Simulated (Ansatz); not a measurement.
CH₅NOSi (`O[SiH]1CN1`), 9 atoms. The species carries charge 0 and has multiplicity 1. All runs use 2 threads of an Arm Neoverse V2 on a shared host. Correlated methods freeze the cores.

Question: How many basis functions does each run have, and how long does it take in Ansatz? RKS SPW92 (LDA)/def2-TZVPP energy; RKS PBE0-D4/def2-QZVPP energy; RKS CAM-B3LYP-D4/def2-TZVPP energy; RKS PBE0-D4/def2-SVP energy; RKS PBE0-D4/def2-TZVP frequencies; RKS ωB97M-V/def2-QZVPP energy; RKS PBE0-D4/def2-TZVP relaxation (8 steps); direct RPA on PBE orbitals/def2-TZVPP energy; RKS ωB97M-V/def2-SVP energy; RKS r2SCANh-D4/def2-TZVPP energy; RHF-CCSD(T)/def2-TZVPP energy; RHF-MP2/def2-QZVPP energy. (Estimate.)

Answer: Ansatz gave: Other jobs shared the machine, so times are rough.

```json
{"level": "RKS PBE0-D4/def2-SVP", "job": "energy", "functions": "85", "wall time": "0.9 s", "peak host memory (GiB)": "0.38"}
{"level": "RKS SPW92 (LDA)/def2-TZVPP", "job": "energy", "functions": "205", "wall time": "1.1 s", "peak host memory (GiB)": "0.21"}
{"level": "RKS CAM-B3LYP-D4/def2-TZVPP", "job": "energy", "functions": "205", "wall time": "3.2 s", "peak host memory (GiB)": "0.42"}
{"level": "RKS ωB97M-V/def2-SVP", "job": "energy", "functions": "85", "wall time": "3.8 s", "peak host memory (GiB)": "0.38"}
{"level": "direct RPA on PBE orbitals/def2-TZVPP", "job": "energy", "functions": "205", "wall time": "4.1 s", "peak host memory (GiB)": "0.45"}
{"level": "RKS r2SCANh-D4/def2-TZVPP", "job": "energy", "functions": "205", "wall time": "4.7 s", "peak host memory (GiB)": "0.4"}
{"level": "RKS PBE0-D4/def2-QZVPP", "job": "energy", "functions": "391", "wall time": "6 s", "peak host memory (GiB)": "1"}
{"level": "RHF-MP2/def2-QZVPP", "job": "energy", "functions": "391", "wall time": "15 s", "peak host memory (GiB)": "1.8"}
{"level": "RKS ωB97M-V/def2-QZVPP", "job": "energy", "functions": "391", "wall time": "16 s", "peak host memory (GiB)": "1.2"}
{"level": "RKS PBE0-D4/def2-TZVP", "job": "relaxation (8 steps)", "functions": "160", "wall time": "24 s", "peak host memory (GiB)": "0.31"}
{"level": "RHF-CCSD(T)/def2-TZVPP", "job": "energy", "functions": "205", "wall time": "59 s", "peak host memory (GiB)": "2.7"}
{"level": "RKS PBE0-D4/def2-TZVP", "job": "frequencies", "functions": "160", "wall time": "97 s", "peak host memory (GiB)": "0.38"}
```
